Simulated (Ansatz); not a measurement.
Consider the ligand exchange at a P–N bond: `P[NH][ZnH]` + H₂Se → `P[SeH]` + `[NH2][ZnH]`.

Gas-phase electronic energies from Ansatz, PBE0-D4/def2-TZVP geometries. CCSD(T)/CBS is the MP2 limit (def2-TZVPP, def2-QZVPP) plus CCSD(T) − MP2 in def2-TZVPP, frozen cores. Functionals use def2-TZVPP. B3LYP here is the variant with VWN-RPA as its local correlation; programs differ in this. HSE06 is defined as in plane-wave codes. For Se, Zn outer-core shells are correlated without core-valence functions, which leaves a few kJ/mol of doubt a bond. Scalar relativity is left out up to krypton. One conformer a species, not always the lowest.

```tsv
level	ΔE (kJ/mol)	difference from CCSD(T)/CBS
LDA (SPW92)	-32.6	-1.4
r2SCAN-D4	-33.9	-2.7
B97M-V	-30.4	0.8
B3LYP-D4	-29.9	1.3
r2SCANh-D4	-33.1	-1.9
r2SCAN0-D4	-31.7	-0.5
HSE06-D4	-34.5	-3.3
CAM-B3LYP-D4	-24.4	6.8
PBE	-39.6	-8.4
BLYP	-35.6	-4.4
r2SCAN0	-32.2	-1.0
HSE06	-35.6	-4.4
MP2/def2-SVP	-14.6	16.6
CCSD/def2-SVP	-11.7	19.5
MP2/def2-TZVPP	-29.6	1.6
HF/def2-QZVPP	-17.2	14.0
CCSD(T)/CBS	-31.2	0
```

Largest T1 diagnostic among the species: 0.016.

In def2-TZVPP, CCSD(T) changes the Hartree–Fock value by −8.7 kJ/mol (the triples alone add −1.7 kJ/mol) and MP2 by −11.7 kJ/mol. At CCSD(T), def2-SVP lies +18.8 kJ/mol from the extrapolated value and def2-TZVPP +4.7 kJ/mol.
